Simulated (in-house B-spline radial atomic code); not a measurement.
The numbers below are computed, except where a source is named.
# Two electrons in Si: a Gaussian well −V exp(−r²/w²) with V = 75.5 meV and w = 9.93 nm

For Si the NSM archive of the Ioffe Institute lists m_l = 0.98 m0, m_t = 0.19 m0 and ε = 11.7; the model takes one isotropic valley with the conductivity mass 3/(1/m_l + 2/m_t) = 0.26 m0, and so misses anisotropy and the other valleys. All triplets below are those of one valley; with several valleys two electrons can form a triplet in the 1s orbital itself, at an energy set by the valley splitting.

Effective-mass model with parabolic bands, a uniform dielectric constant, no image charges, no central-cell or spin-orbit terms. Two-electron levels come from full CI in B-splines with partial waves to l = 5 (up to 0.001 effective hartree above the limit).

Problem. What are the effective units, and what is the potential in them?

Solution. Ha* = 27211.386 meV × 0.26/11.7² = 51.68 meV and a* = 0.0529177 nm × 11.7/0.26 = 2.381 nm. V = 1.46 Ha* and w = 4.17 a*.

In these units the lowest s and p orbitals lie at -0.900978 and -0.569568, and their Coulomb and exchange integrals are J_ss = 0.464461, J_sp = 0.371918 and K_sp = 0.07115. Full CI gives -1.403255 for the ground singlet, -1.188214 for the sp triplet, -1.094753 for the sp singlet and -0.971102 for the lowest triplet of two s orbitals.

Problem. What does it cost to add the second electron, to first order and exactly?

Solution. To first order E = 2ε_s + J_ss = -1.337495, so the charging energy E(2) − 2E(1) is J_ss = 24.01 meV. CI gives -1.403255 − 2 × (-0.900978) = 0.398701, or 20.61 meV: relaxation and correlation lower it by 3.399 meV, 14.2 % of J_ss. The s² configuration of one-electron orbitals holds 92.2 % of the state, and the mean radius is 5.28 nm. The second electron is bound by ε_s − E = 25.96 meV, against 46.57 meV for the first.

Problem. How far above the singlet do the triplets lie?

Solution. To first order the sp triplet lies at ε_s + ε_p + J_sp − K_sp = -1.169774, which is 8.668 meV above 2ε_s + J_ss. CI gives -1.188214 − (-1.403255) = 0.215040, or 11.11 meV, 65 % of the orbital spacing of 17.13 meV. The ss triplet lies 22.34 meV up, so the lower of the two is the sp one, and its gap equals k_BT at 129 K. The sp singlet-triplet splitting is 4.83 meV, against 2K_sp = 7.354 meV.
